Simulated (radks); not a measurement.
Ce III, configuration [Xe] 4f2.

Method: Dirac Kohn-Sham, PBEsol, spin-unpolarised, spherical densities, finite nucleus; open shells fill j = l - 1/2 first; Fermi nuclear charge, rms radius 4.8771 fm; computed with a radial shooting solver on a logarithmic mesh with Libxc functionals.

Energy parts (eV):
total: -241115.60
kinetic: 258634.92
electron-nucleus: -587013.88
Hartree: 92888.03
exchange-correlation: -5624.67

Orbitals (lengths in bohr, moments of r in powers of bohr; r(max) is where P^2 peaks):
| orbital | occ. | eigenvalue (eV) | r(max) | <r> | <1/r> | <r^2> | small-component weight |
|---|---|---|---|---|---|---|---|
| 1s1/2 | 2 | -40219.46 | 0.01574 | 0.02458 | 63.32 | 0.0008214 | 4.61e-02 |
| 2s1/2 | 2 | -6442.323 | 0.08925 | 0.1048 | 14.93 | 0.01301 | 1.00e-02 |
| 2p1/2 | 2 | -6084.024 | 0.06799 | 0.08796 | 14.91 | 0.009537 | 1.00e-02 |
| 2p3/2 | 4 | -5637.694 | 0.07324 | 0.09416 | 13.51 | 0.01080 | 9.44e-03 |
| 3s1/2 | 2 | -1390.589 | 0.2549 | 0.2784 | 5.386 | 0.08871 | 3.06e-03 |
| 3p1/2 | 2 | -1238.712 | 0.2416 | 0.2681 | 5.301 | 0.08357 | 3.01e-03 |
| 3p3/2 | 4 | -1150.995 | 0.2530 | 0.2803 | 4.950 | 0.09111 | 2.84e-03 |
| 3d3/2 | 4 | -885.1206 | 0.2032 | 0.2513 | 4.817 | 0.07458 | 2.72e-03 |
| 3d5/2 | 6 | -866.2680 | 0.2065 | 0.2552 | 4.728 | 0.07672 | 2.67e-03 |
| 4s1/2 | 2 | -285.5981 | 0.5939 | 0.6388 | 2.229 | 0.4607 | 9.42e-04 |
| 4p1/2 | 2 | -229.2789 | 0.6034 | 0.6581 | 2.124 | 0.4929 | 8.75e-04 |
| 4p3/2 | 4 | -210.5258 | 0.6280 | 0.6858 | 2.008 | 0.5351 | 8.20e-04 |
| 4d3/2 | 4 | -118.1396 | 0.6498 | 0.7441 | 1.785 | 0.6432 | 6.72e-04 |
| 4d5/2 | 6 | -114.8798 | 0.6579 | 0.7541 | 1.757 | 0.6605 | 6.58e-04 |
| 4f5/2 | 2 | -13.0672 | 0.7252 | 1.212 | 1.136 | 2.003 | 3.06e-04 |
| 4f7/2 | 0 | -12.7780 | 0.7307 | 1.229 | 1.123 | 2.064 | 3.01e-04 |
| 5s1/2 | 2 | -49.9681 | 1.389 | 1.543 | 0.8597 | 2.676 | 2.01e-04 |
| 5p1/2 | 2 | -35.0085 | 1.525 | 1.736 | 0.7559 | 3.410 | 1.59e-04 |
| 5p3/2 | 4 | -32.4091 | 1.596 | 1.818 | 0.7163 | 3.738 | 1.45e-04 |
| 5d3/2 | 0 | -13.4548 | 2.162 | 2.646 | 0.4842 | 8.106 | 6.83e-05 |
| 5d5/2 | 0 | -13.2275 | 2.194 | 2.685 | 0.4766 | 8.341 | 6.64e-05 |
| 6s1/2 | 0 | -12.7955 | 3.452 | 3.785 | 0.3372 | 15.99 | 3.88e-05 |

The highest occupied level is 4f5/2 at -13.067 eV. The configuration is held as typed, so some empty levels lie below it. The density falls to 0.001 e/bohr^3 at r = 3.67 bohr. The electron density at the nucleus is 3.824e+05 e/bohr^3. For comparison, the ionisation energy in NIST's Atomic Spectra Database is 20.197 eV (semi-empirical). In exact Kohn-Sham theory the highest level is minus the ionisation energy, but local and semilocal functionals leave it too shallow, through self-interaction and a potential that decays too fast; potentials with the right tail come closer.

Beside tabulated values, note that spin-unpolarised runs miss the spin-polarisation part of the exchange energy of open shells.
